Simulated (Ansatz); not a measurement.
The lowest singlet and triplet of H2Sn (SMILES [SnH2]); geometries from B3LYP-D3(BJ)/def2-TZVP, each state relaxed from the structure named, with no frequency check.
Singlet at the triplet's geometry (charge 0, multiplicity 1):
```xyz
3

Sn    -0.0001     0.0337     0.0000
H     -1.4873    -0.8455     0.0000
H      1.4916    -0.8379     0.0000
```

A positive gap puts the triplet lower; no zero-point energy. R- takes a restricted singlet. U- takes an unrestricted singlet (broken symmetry where lower, unprojected). The triplet is unrestricted in single-reference levels. Active spaces average the two states.

Correlated levels freeze the cores. Filled d and f shells under p-block atoms count as core.

Run with Ansatz (a quantum-chemistry and plane-wave program) with Gaussian orbitals. Values without a source in brackets are computed. In def2 rows elements past Kr take small-core potentials, without spin–orbit coupling.

```csv
level,"gap E(singlet) − E(triplet), vertical, at the triplet's geometry (kcal/mol)"
R-HF/def2-TZVPP,-3.43
U-SVWN5/def2-TZVPP,-18.37
R-PBE/def2-TZVPP,-17.07
U-B2PLYP/def2-TZVPP (spin-contaminated),-17.45
R-MP2/def2-TZVPP,-12.79
U-CCSD/def2-QZVPP (spin-contaminated),-15.19
U-CCSD(T)/def2-TZVPP (spin-contaminated),-15.06
"SA-CASSCF(6,6)/def2-TZVPP",(withheld)
"FIC-MRCISD+Q on SA-CASSCF(6,6)/def2-QZVPP",(withheld)
```

Task: Some entries are withheld; supply them.

Result: 
- SA-CASSCF(6,6)/def2-TZVPP, gap E(singlet) − E(triplet), vertical, at the triplet's geometry (kcal/mol): -12.33
- FIC-MRCISD+Q on SA-CASSCF(6,6)/def2-QZVPP, gap E(singlet) − E(triplet), vertical, at the triplet's geometry (kcal/mol): -16.54

Doubts at one or more of the structures used: a restricted determinant that unrestricted orbitals would lower (R-HF/def2-TZVPP, R-MP2/def2-TZVPP); T1 above 0.05 (U-CCSD/def2-QZVPP (spin-contaminated), U-CCSD(T)/def2-TZVPP (spin-contaminated)).
